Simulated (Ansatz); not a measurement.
```yaml
crystal:
  periodic: [false, false, false]
  atoms:
    - {symbol: Pb, position_ang: [0.078595, -0.537141, 1.154594]}
    - {symbol: O, position_ang: [0.371597, -1.595749, -0.348369]}
    - {symbol: O, position_ang: [-0.473333, 1.100794, 0.036116]}
    - {symbol: H, position_ang: [-0.531696, 1.930961, 0.417684]}
    - {symbol: H, position_ang: [0.318550, -1.162083, -1.306486]}
basis:
  gaussian: {orbitals: def2-SVP, fitting: {mean_field: def2-universal-jkfit}}
hamiltonian: {xc: {name: HF}}
correlation: {method: rpa}
scf: {lower_state_search: light}
```

```sh
$ ansatz run in.yaml --threads 4 --pin off --events-out ev --progress --plain --max-ram 3916MiB
```

Output, abridged:

```
Functional definition: HF
441 factors; integrals over basis functions are off by at most 2.2e-1 eV
mean field evaluation 1: about -9316.9431 eV, gradient 5.1e1 eV
mean field evaluation 2: about -9319.2759 eV, gradient 3.9e1 eV
mean field evaluation 4: about -9322.0199 eV, gradient 4.9e-1 eV
mean field -9322.02155112 eV, -342.5779733106 hartree, gradient 2.2e-6 eV, S^2 0.000000; 0 other end points of the search recorded, 0 dependent functions left out
6 core orbitals not correlated: weight in the atoms' cores, before any rotation towards them, 1.000 or more for the frozen orbitals, at most 0.000 for the correlated occupied ones
reference -9322.02155112 eV, -342.5779733106 hartree; 14, 14 occupied and 44, 44 virtual orbitals, 441 factors
Total energy: -9335.99879087 eV, -343.0916273972 hartree
```

Run time 0.2 s (4 threads of Arm Neoverse V1 on a shared host).

In the def2 sets Pb takes a core potential; there is no spin–orbit coupling. Correlated methods freeze 6 core orbitals; core or outer-core shells of Pb are correlated, in sets that lack core-valence functions.
